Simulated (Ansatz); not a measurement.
A run on H4O4SW (`[OH][W]([OH])([OH])([OH])=[S]`) with other settings.

```yaml
crystal:
  periodic: [false, false, false]
  atoms:
    - {symbol: O, position_ang: [-1.230395, -0.033898, -1.464560]}
    - {symbol: W, position_ang: [-0.174831, 0.291550, 0.058615]}
    - {symbol: O, position_ang: [0.995209, -0.397762, 1.415969]}
    - {symbol: O, position_ang: [-1.441385, -0.602998, 1.146096]}
    - {symbol: O, position_ang: [1.432068, 0.046533, -0.968240]}
    - {symbol: S, position_ang: [-0.378115, 2.383316, 0.353186]}
    - {symbol: H, position_ang: [-1.382552, -0.890472, -1.871629]}
    - {symbol: H, position_ang: [1.929190, -0.327047, 1.196884]}
    - {symbol: H, position_ang: [-1.126422, -1.049966, 1.936807]}
    - {symbol: H, position_ang: [1.460434, 0.529544, -1.800228]}
basis:
  gaussian: {orbitals: ANO-RCC-VTZP}
magnetization: {spin_polarized: true, initial_magnetization: 0}
hamiltonian: {xc: {name: wB97X-V}}
```

```sh
$ ansatz run in.yaml --threads 2 --pin off --events-out ev --progress --plain --max-ram 32768MiB --backend cuda --devices 0, --max-vram 18GiB
```

Shortened log:

```
Functional definition: wB97X-V
2645 factors; their error is unknown
451 factors; integrals over basis functions are off by at most 9.6e-6 eV
mean field evaluation 1: about -458450.9160 eV, gradient 7.8e1 eV
mean field evaluation 2: about -458407.6806 eV, gradient 1.6e2 eV
mean field evaluation 4: about -458468.1997 eV, gradient 7.1e0 eV
mean field evaluation 8: about -458468.2968 eV, gradient 5.7e-1 eV
mean field evaluation 16: about -458468.6902 eV, gradient 1.4e-3 eV
mean field -458468.69020711 eV, -16848.4136038716 hartree, gradient 4.5e-5 eV, S^2 0.000000; 0 other end points of the search recorded, 0 dependent functions left out
reference -458468.69020289 eV, -16848.4136037165 hartree; 63, 63 occupied and 251, 251 virtual orbitals, 2645 factors
Total energy: -458468.69020289 eV, -16848.4136037165 hartree
Relativity: scalar
```

Hardware: 2 threads of an AMD EPYC 7R13 on a shared host and a share of an NVIDIA H100 80 GB. Wall time 27 s, peak host memory 1.4 GiB.
